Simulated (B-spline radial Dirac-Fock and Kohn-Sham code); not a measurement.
What relativity does to the binding energies of Au²⁺

System: gold as Au²⁺, configuration [Xe] 4f14 5d9.

Both columns are ΔSCF binding energies of the configuration average from an atomic code on a B-spline grid: non-relativistic Hartree-Fock with a point nucleus, and Dirac-Fock with a finite nucleus and the Coulomb interaction alone, averaged over the two j levels with weights 2j+1.

```
shell  Hartree-Fock (eV)  Dirac-Fock (eV)  shift (eV)  shift (%)
   1s            73596.6          81185.6    +7589.01     +10.31
   2s            12411.2          14447.6    +2036.31     +16.41
   2p            11910.2          12596.0     +685.83      +5.76
   3s             2966.0           3475.8     +509.76     +17.19
   3p             2730.0           2923.1     +193.10      +7.07
   4s              672.4            801.3     +128.94     +19.18
   4p              569.6            615.9      +46.32      +8.13
   4f              128.0            113.8      -14.22     -11.11
   5s              121.9            145.6      +23.79     +19.52
   5p              87.40            94.15       +6.75      +7.73
   5d              33.31            32.08       -1.23      -3.70
```

Relativity binds 1s, 2s, 2p, 3s, 3p, 4s, 4p, 5s, 5p more strongly, among those listed most of all 5s in relative terms, and 4f, 5d more weakly, because the contracted s and p shells screen the nucleus better.

Values without a named source are computed, but for edge energies of neutral atoms, which are taken from tables.
